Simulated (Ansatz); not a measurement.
In(Cl)(SiH3)2 (ClH6InSi2), SMILES [SiH3][In]([SiH3])[Cl].

Coordinates come from a PBE-D3(BJ)/def2-SVP optimisation. The structure was generated by enumeration; whether it is a known compound was not checked. The def2 effective core potentials stand for the cores of In; spin–orbit coupling is left out.

Two levels are set side by side: PBE/def2-SVPD (Ansatz, a first-principles code) and CAM-B3LYP/def2-SVPD (Ansatz). Energy differences of separate SCF runs at the same geometry; the states with an electron removed or added have multiplicity 2 and 2. Differences are taken from unrounded values.

```csv
quantity,CAM-B3LYP,PBE,PBE minus CAM-B3LYP
vertical ionisation energy (eV),9.14,8.71,-0.42
vertical electron affinity (eV),0.91,0.92,0.01
vertical singlet–triplet gap (eV),3.52,3.12,-0.39
```
